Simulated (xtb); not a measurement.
C2H9NOSi2, SMILES [SiH3]/N=C\CO[SiH3]. All values are semi-empirical tight-binding results from xtb (GFN2-xTB unless named), good for trends rather than for accurate numbers. Geometry optimised at GFN2-xTB. The structure was generated by enumeration; whether it is a known compound was not checked. Other conformers were not sampled.

Optimised geometry:

```xyz
15

Si    -2.8214    -0.2618     0.7890
N     -1.6965     0.6791    -0.1095
C     -0.5346     0.5117    -0.5273
C      0.3266    -0.7091    -0.3481
O      1.6389    -0.5162    -0.7593
Si     2.8151     0.3645    -0.0678
H     -2.4044    -1.5892     1.2637
H     -3.9394    -0.4059    -0.1383
H     -3.1208     0.5978     1.9301
H     -0.0553     1.3104    -1.0977
H      0.2833    -1.0243     0.7026
H     -0.0956    -1.5192    -0.9580
H      2.4656     1.7842     0.0340
H      3.0956    -0.1231     1.2861
H      3.8728     0.0924    -1.0249
```
Charge 0, spin multiplicity 1.

Estimate the properties. (An estimate is asked for; the answer gives what the named calculation found.)


| Property | Result |
|---|---|
| orbital gap | 2.88 eV |
| dipole moment | 1.09 D |
| zero-point energy | 62.6 kcal/mol |
| G − E(el) at 298.15 K (modified RRHO) | 40.5 kcal/mol |
| static polarisability (D4 model) | 95.9 bohr³ |
| solvation energy, GFN2-xTB/ALPB(water) | 0.0 kcal/mol |
| solvation energy, GFN2-xTB/ALPB(acetonitrile) | -3.3 kcal/mol |

Give the atomic charges and the Wiberg bond orders between heavy atoms. (Estimate from the structure and the level; the computed values follow.)

charges (e) Si1 0.46, N2 -0.30, C3 0.07, C4 0.08, O5 -0.37, Si6 0.50, H7 -0.11, H8 -0.09, H9 -0.09, H10 0.05, H11 0.03, H12 0.06, H13 -0.10, H14 -0.10, H15 -0.08. Bond orders Si1–N2 1.09, N2–C3 1.95, C3–C4 0.99, C4–O5 1.00, O5–Si6 1.13.
